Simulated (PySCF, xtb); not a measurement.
C2H5ClFNSi, SMILES Cl[Si](F)(C=C)N.

GFN2-xTB in xtb at its own geometry gives an orbital gap of 4.57 eV and a dipole moment of 2.93 D.

Geometry optimised at B3LYP-D3(BJ)/def2-SVP. The structure was generated by enumeration, and PubChem lists no compound with its InChIKey, so it may never have been made. Other conformers were not sampled.

Q: What does HF/def2-TZVP run with PySCF give? (An estimate is asked for; the answer gives what the named calculation found.)

A: gap 13.61 eV (levels -10.77 and 2.83 eV), dipole 2.98 D.
